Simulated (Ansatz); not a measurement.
C3H8AsB (`C[AsH]B1CC1`) at its PBE0-D4/def2-TZVP geometry, where that method's forces vanish. The species carries charge 0 and has multiplicity 1.

```xyz
13

C    -0.0704   -2.4195   -0.0899
As    1.3155   -1.0349   -0.2913
B     0.3044    0.6315   -0.0556
C    -0.9183    1.4803   -0.4194
C     0.2828    2.1245    0.2792
H    -0.5996   -2.3370    0.8567
H    -0.7768   -2.2982   -0.9109
H     0.3970   -3.4007   -0.1672
H     1.9520   -1.1087    1.0835
H    -1.1033    1.7404   -1.4578
H    -1.8341    1.3722    0.1552
H     0.1538    2.4371    1.3116
H     0.8968    2.8131   -0.2941
```

Q: What forces (eV/Å) does r2SCAN-D4/def2-TZVPP give on these atoms in the Gaussian-basis code of Ansatz? (Best estimate.)

A: The calculation gave: 
```
C1  -0.085 -0.112  0.008
As2  0.057  0.111  0.012
B3   0.041 -0.063  0.008
C4  -0.143 -0.051 -0.085
C5   0.127  0.091  0.075
H6   0.014  0.002 -0.023
H7   0.020 -0.001  0.022
H8  -0.016  0.022  0.003
H9  -0.008 -0.006 -0.019
H10 -0.007  0.000  0.015
H11  0.007  0.005 -0.013
H12  0.005  0.004 -0.016
H13 -0.011 -0.003  0.012
```
